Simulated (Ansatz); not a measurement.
Ansatz (a first-principles code) input (B3LYP-D3(BJ)/def2-TZVP):

Ansatz 0.2 input:
```yaml
crystal:
  periodic: [false, false, false]
  atoms:
    - {symbol: C, position_ang: [2.32587564, 0.14133347, -0.72383445]}
    - {symbol: C, position_ang: [1.44226197, 0.21528338, 0.45707969]}
    - {symbol: C, position_ang: [0.11035779, -0.42970543, 0.49745000]}
    - {symbol: C, position_ang: [-0.94213680, 0.43719525, -0.25320700]}
    - {symbol: C, position_ang: [-2.28433346, -0.27470601, -0.34642355]}
    - {symbol: O, position_ang: [-0.32304701, -0.70331938, 1.81278211]}
    - {symbol: H, position_ang: [1.93970762, -0.56402168, -1.45622171]}
    - {symbol: H, position_ang: [3.33457744, -0.16911397, -0.43561224]}
    - {symbol: H, position_ang: [2.43296964, 1.12009045, -1.20702839]}
    - {symbol: H, position_ang: [1.73037209, 0.85023766, 1.27913965]}
    - {symbol: H, position_ang: [0.14589600, -1.40959866, 0.00354081]}
    - {symbol: H, position_ang: [-1.05643654, 1.38098044, 0.28651877]}
    - {symbol: H, position_ang: [-0.56008666, 0.66049131, -1.24986183]}
    - {symbol: H, position_ang: [-2.61603940, -0.57542571, 0.64440109]}
    - {symbol: H, position_ang: [-3.03399499, 0.38072306, -0.78418600]}
    - {symbol: H, position_ang: [-2.19940513, -1.16641901, -0.96318693]}
    - {symbol: H, position_ang: [-0.31425553, 0.12055146, 2.31296418]}
basis:
  gaussian:
    orbitals: def2-TZVP
hamiltonian:
  xc: b3lyp
  dispersion: d3bj
magnetization: {spin_polarized: true, initial_magnetization: 1}
relax: {f_tol: 0.002, max_steps: 150}
```

End of the output:

```
0.36 GiB of the device are held for the grids
1.49 GiB of device memory are held for the factors and their scratch space
mean field: 1.76 GiB planned
mean field -7413.21578060 eV, -272.4306550789 hartree, gradient 1.6e-5 eV, S^2 0.754045; 0 other end points of the search recorded, 0 dependent functions left out
the calculation of the forces begins
reference -7413.21609831 eV, -272.4306667545 hartree; 25, 24 occupied and 227, 228 virtual orbitals, 1535 factors
relax step  28: F+E_penalty+E_count = -7413.79704248 eV  Δ(F+E_penalty+E_count) = -4.668e-6 eV  max|allowed force component| = 4.865e-3 eV/Å  Δτ_max = 0.0033 Å  (35 SCF iters, accepted)
these checks for a lower state are left out or cut short: starts, cluster_reference, orbital_swaps, neighbouring_geometries, increment
integrals: 0.19 GiB planned
1535 factors; their error is unknown
0.36 GiB of the device are held for the grids
1.49 GiB of device memory are held for the factors and their scratch space
mean field: 1.76 GiB planned
mean field -7413.21573701 eV, -272.4306534771 hartree, gradient 1.6e-5 eV, S^2 0.754046; 0 other end points of the search recorded, 0 dependent functions left out
the calculation of the forces begins
reference -7413.21605470 eV, -272.4306651520 hartree; 25, 24 occupied and 227, 228 virtual orbitals, 1535 factors
relax step  29: F+E_penalty+E_count = -7413.79704800 eV  Δ(F+E_penalty+E_count) = -5.520e-6 eV  max|allowed force component| = 8.648e-4 eV/Å  Δτ_max = 0.0020 Å  (35 SCF iters, accepted)
integrals: 0.19 GiB planned
1535 factors; their error is unknown
0.36 GiB of the device are held for the grids
1.49 GiB of device memory are held for the factors and their scratch space
mean field: 1.76 GiB planned
mean field evaluation 224: about -7413.2157 eV, gradient 1.6e-5 eV
mean field -7413.21573701 eV, -272.4306534771 hartree, gradient 1.6e-5 eV, S^2 0.754046; 1 other end points of the search recorded, 0 dependent functions left out
the calculation of the forces begins
reference -7413.21605470 eV, -272.4306651520 hartree; 25, 24 occupied and 227, 228 virtual orbitals, 1535 factors
Total energy: -7413.79736569 eV, -272.4520279369 hartree
Atom 0 at     2.199745     0.387656    -0.695193 Å, force     0.000084    -0.000638     0.000508 eV/Å
Atom 1 at     1.505063    -0.066873     0.537236 Å, force    -0.000770     0.000270    -0.000771 eV/Å
Atom 2 at     0.077992    -0.496265     0.565385 Å, force     0.000647     0.000327    -0.000395 eV/Å
Atom 3 at    -0.837042     0.303465    -0.369084 Å, force    -0.000065    -0.000510    -0.000229 eV/Å
Atom 4 at    -2.274563    -0.203793    -0.367550 Å, force     0.000009     0.000111    -0.000051 eV/Å
Atom 5 at    -0.420337    -0.497529     1.909579 Å, force    -0.000613    -0.000865     0.000381 eV/Å
Atom 6 at     2.211250    -0.392755    -1.471106 Å, force    -0.000271    -0.000064    -0.000321 eV/Å
Atom 7 at     3.236234     0.654597    -0.490059 Å, force     0.000793     0.000267    -0.000024 eV/Å
Atom 8 at     1.712355     1.255694    -1.150223 Å, force    -0.000268     0.000548    -0.000063 eV/Å
Atom 9 at     2.094597    -0.344290     1.403398 Å, force     0.000495    -0.000214     0.000580 eV/Å
Atom 10 at     0.010250    -1.555064     0.266810 Å, force    -0.000279     0.000246     0.000186 eV/Å
Atom 11 at    -0.805978     1.356824    -0.068788 Å, force     0.000007    -0.000267    -0.000101 eV/Å
Atom 12 at    -0.429672     0.257699    -1.382593 Å, force    -0.000086     0.000070     0.000170 eV/Å
Atom 13 at    -2.696190    -0.172678     0.636731 Å, force     0.000038    -0.000052    -0.000183 eV/Å
Atom 14 at    -2.903770     0.398887    -1.024602 Å, force     0.000015    -0.000097     0.000060 eV/Å
Atom 15 at    -2.322768    -1.238670    -0.715172 Å, force     0.000015     0.000255     0.000139 eV/Å
Atom 16 at    -0.224885     0.367670     2.289544 Å, force     0.000251     0.000611     0.000115 eV/Å
Dipole moment:     0.185064     0.230771    -0.218983 e Å
```

It need not be the lowest isomer of its formula.
